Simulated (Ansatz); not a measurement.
A run on CH8Al2Ge (`[AlH2][CH]([AlH2])[GeH3]`) with other settings.

```yaml
crystal:
  periodic: [false, false, false]
  atoms:
    - {symbol: Al, position_ang: [-0.935662, 1.864958, -0.097540]}
    - {symbol: C, position_ang: [0.085226, 0.227311, 0.011352]}
    - {symbol: Al, position_ang: [-0.202627, -0.888071, 1.811289]}
    - {symbol: Ge, position_ang: [0.947034, -0.726266, -1.223883]}
    - {symbol: H, position_ang: [-2.368034, 1.221401, -1.198849]}
    - {symbol: H, position_ang: [-1.297110, 3.008026, 0.183848]}
    - {symbol: H, position_ang: [0.897414, 1.145053, 0.821972]}
    - {symbol: H, position_ang: [-1.017305, -2.519298, 1.102702]}
    - {symbol: H, position_ang: [0.129160, -0.507310, 3.127276]}
    - {symbol: H, position_ang: [1.253604, 0.418382, -2.380842]}
    - {symbol: H, position_ang: [-0.207218, -1.603091, -1.515968]}
    - {symbol: H, position_ang: [2.131371, -1.319668, -0.716263]}
basis:
  gaussian: {orbitals: def2-SVP}
hamiltonian: {xc: {name: PBEsol}}
output: {forces: true}
```

```sh
$ ansatz run in.yaml --threads 4 --pin off --events-out ev --progress --plain --max-ram 10444MiB
```

It prints (some lines left out):

```
Functional definition: PBEsol
1359 factors; their error is unknown
mean field evaluation 1: about -70757.6518 eV, gradient 6.8e1 eV
mean field evaluation 2: about -70706.1249 eV, gradient 1.2e2 eV
mean field evaluation 4: about -70769.6568 eV, gradient 1.2e1 eV
mean field evaluation 8: about -70769.8639 eV, gradient 9.7e-2 eV
mean field evaluation 16: about -70769.7927 eV, gradient 6.0e-5 eV
mean field -70769.79274549 eV, -2600.7419139085 hartree, gradient 6.0e-5 eV, S^2 0.000000; 0 other end points of the search recorded, 0 dependent functions left out
reference -70769.79279791 eV, -2600.7419158346 hartree; 36, 36 occupied and 86, 86 virtual orbitals, 1359 factors
Total energy: -70769.79279791 eV, -2600.7419158346 hartree
Atom 0 at    -0.935662     1.864958    -0.097540 Å, force    -0.118566   -11.059125    -4.712310 eV/Å
Atom 1 at     0.085226     0.227311     0.011352 Å, force     0.071106     4.529296     7.854132 eV/Å
Atom 2 at    -0.202627    -0.888071     1.811289 Å, force    -1.800006    -2.011557    -6.080348 eV/Å
Atom 3 at     0.947034    -0.726266    -1.223883 Å, force     0.121585     1.547706    -3.902819 eV/Å
Atom 4 at    -2.368034     1.221401    -1.198849 Å, force     1.242679     0.805439     0.822222 eV/Å
Atom 5 at    -1.297110     3.008026     0.183848 Å, force    -2.011886     9.463756     2.989661 eV/Å
Atom 6 at     0.897414     1.145053     0.821972 Å, force    -0.965339    -2.132590    -1.837444 eV/Å
Atom 7 at    -1.017305    -2.519298     1.102702 Å, force     1.014298     1.668624     1.114189 eV/Å
Atom 8 at     0.129160    -0.507310     3.127276 Å, force     0.765647     0.956210     3.287143 eV/Å
Atom 9 at     1.253604     0.418382    -2.380842 Å, force     0.004010    -1.278845     0.533833 eV/Å
Atom 10 at    -0.207218    -1.603091    -1.515968 Å, force    -0.641402    -1.139545    -0.774048 eV/Å
Atom 11 at     2.131371    -1.319668    -0.716263 Å, force     2.317873    -1.349370     0.705789 eV/Å
Dipole moment:     0.597940     0.171020     0.553454 e Å
```

It took 0.65 s on 4 threads of an AMD EPYC 9R45 on a shared host, with 0.55 GiB of host memory at the peak.
